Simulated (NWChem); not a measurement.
System: C₄H₄F₂; SMILES C=CC=C(F)F

```xyz
10

C      0.1633    -2.7367     0.0000
C     -0.3022    -1.4798     0.0000
C      0.5377    -0.2974     0.0000
C      0.0600     0.9489     0.0000
F      0.7998     2.0286     0.0000
F     -1.2124     1.2648     0.0000
H      1.2364    -2.9504     0.0000
H     -0.5165    -3.5913     0.0000
H     -1.3842    -1.3100     0.0000
H      1.6248    -0.3991     0.0000
```
Atoms are numbered in this order, from 1.

Program: NWChem. Pople sets run with spherical d functions. The geometry was optimised at PBE0/def2-SVP. Vertical excitations in the gas phase; the lowest state need not have the same character in each row.

| level | lowest excitation, singlet (eV) | lowest state with f > 0.02, singlet (eV) | orbital gap (eV) |
|---|---|---|---|
| PBE/6-31+G*, full TDDFT | 5.46 | 5.49 | 3.95 |
| B3LYP/6-31+G*, full TDDFT | 5.72 | 5.72 | 5.50 |
| PBE0/6-31+G*, full TDDFT | 5.82 | 5.82 | 5.92 |
